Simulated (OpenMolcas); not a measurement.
# Predicting a hybrid from its neighbours: SiCNCl2F

SiCNCl2F has 6 atoms, charge 0, and is taken as a singlet. SMILES: `N#C[Si](F)(Cl)Cl`. The shape is that of a PBE0-D4/def2-TZVP optimisation.

The dipole moment y, in D, basis cc-pVDZ; a is the functional's share of exact exchange. Programs: OpenMolcas 26.06.

| functional | program | a | y (D) |
| --- | --- | --- | --- |
| revPBE | OpenMolcas | 0 | 2.01 |
| TPSS | OpenMolcas | 0 | 2.03 |
| B3LYP | OpenMolcas | 0.2 | 2.05 |
| PBE0 | OpenMolcas | 0.25 | ? |
| BHLYP | OpenMolcas | 0.5 | 2.07 |

Question: Fit y = c + s·a to the known rows and predict PBE0.

Answer: 
1. Means of the 4 rows: a = 0.1750, y = 2.040.
2. Σ(Δa)² = 0.1675, Σ(Δa·Δy) = 0.017, so the slope is 0.017/0.1675 = 0.10149.
3. Intercept: 2.040 − (0.10149) × 0.1750 = 2.022. The largest residual of the fit is 0.012.
4. PBE0: 2.022 + (0.10149) × 0.25 = 2.05 D.

The run gave 2.03 D, so the prediction is off by +0.02 D, about the largest residual. More exact exchange makes the molecule more polar here. The rows mix families of semi-local functionals, which the line can't see.
